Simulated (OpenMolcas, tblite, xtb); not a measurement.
**GeH3Br (SMILES [GeH3][Br]): the dipole moment, rung by rung**

The species is GeH3Br (5 atoms), meant as a singlet with charge 0. SMILES: `[GeH3][Br]`. The coordinates come from a PBE0-D4/def2-TZVP relaxation.

Each level gives the dipole moment (D). The values are calculated.

| level | kind | program | value (D) |
| --- | --- | --- | --- |
| GFN2-xTB | semi-empirical | xtb | 4.64 |
| GFN1-xTB | semi-empirical | tblite | 1.79 |
| HF/aug-cc-pVDZ | Hartree–Fock | OpenMolcas | 2.19 |
| SVWN5/aug-cc-pVDZ | LDA | OpenMolcas | 1.91 |
| PBE/aug-cc-pVDZ | GGA | OpenMolcas | 1.84 |
| TPSS/aug-cc-pVDZ | meta-GGA | OpenMolcas | 1.86 |
| M06-2X/aug-cc-pVDZ | hybrid meta-GGA | OpenMolcas | 2.06 |
| PBE0/aug-cc-pVDZ | global hybrid | OpenMolcas | 1.96 |

All-electron rows without a relativistic Hamiltonian named are non-relativistic. The values span 1.79 to 4.64 D.
